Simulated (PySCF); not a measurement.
**Li⁻ (lithium, charge -1) across methods**

[He] 2s2, closed-shell 1S. Calculation: PySCF 2.14, in aug-cc-pVTZ with one added diffuse shell each of s, p, d, f type (6s5p4d3f, 62 functions); the non-relativistic Hamiltonian (point nucleus).

| method | E (hartree) | mean ε 1s (eV) | mean ε 2s (eV) | Σ⟨r²⟩ (bohr²) | ⟨S²⟩ |
| --- | --- | --- | --- | --- | --- |
| M06-L | -7.5063 | -49.229 | 0.730 | 89.17 | 0.000 |
| B3LYP | -7.5126 | -50.545 | 0.526 | 90.96 | 0.000 |
| UHF | -7.42816 | -63.221 | -0.397 | 88.31 | 0.000 |
| BLYP | -7.4984 | -47.375 | 0.814 | 128.7 | 0.000 |
| PBE | -7.4800 | -47.010 | 0.787 | 99.93 | 0.000 |
| r2SCAN | -7.4958 | -48.724 | 0.774 | 89.10 | 0.000 |
| PBE0 | -7.4848 | -51.063 | 0.453 | 80.39 | 0.000 |
| B97-3 | -7.5052 | -51.565 | 0.434 | 82.07 | 0.000 |

(1) Estimate the same row for LDA.

The highest occupied level is positive at M06-L, B3LYP, BLYP, PBE, r2SCAN, LDA, PBE0, B97-3: only the finite basis holds that electron, which in a density functional comes from self-interaction.

Answers

(1) E (hartree) = -7.3650; mean ε 1s (eV) = -46.352; mean ε 2s (eV) = 0.745; Σ⟨r²⟩ (bohr²) = 98.00; ⟨S²⟩ = 0.000.
